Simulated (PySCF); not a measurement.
Ligands exchanged one at a time, Sn CH3-OCH3. Gas-phase values, no solvent. One relaxed conformer stands for each flexible species; it need not be the lowest. Strings in code marks are SMILES.

Quantity: redistribution energy (mixed species minus the weighted end members), in eV.

Case: 2 of 4 CH3 replaced by OCH3: `C[O][Sn]([CH3])([CH3])[O]C` (C–O–Sn–O torsion 59°, O–Sn–O–C torsion 58°). The other species in the difference include `[CH3][Sn]([CH3])([CH3])[CH3]` (neutral, multiplicity 1). Geometry of `[CH3][Sn]([O]C)([O]C)[CH3]` (neutral, multiplicity 1, Å):

```xyz
19

C      1.7584    -1.7828     0.3721
O      0.8956    -0.9340     1.0851
Sn     0.0472     0.6216     0.1552
C      1.5141     1.8037    -0.8635
C     -1.2648     1.3976     1.6598
O     -0.9847    -0.1833    -1.3586
C     -1.9852    -1.1321    -1.0904
H      2.6444    -1.2569    -0.0437
H      2.1379    -2.5628     1.0564
H      1.2578    -2.2975    -0.4735
H      1.3352     2.8752    -0.6974
H      1.4359     1.5781    -1.9365
H      2.5180     1.5410    -0.5009
H     -0.9610     2.4103     1.9595
H     -2.2936     1.4248     1.2734
H     -1.2118     0.7232     2.5262
H     -2.8006    -0.7382    -0.4466
H     -1.5940    -2.0463    -0.5988
H     -2.4486    -1.4417    -2.0444
```

### Question
Estimate the redistribution energy (mixed species minus the weighted end members) that B3LYP/LANL2DZ // r2SCAN-D4/def2-SVP (PySCF) returns for this input.

### Answer
-0.140 eV.
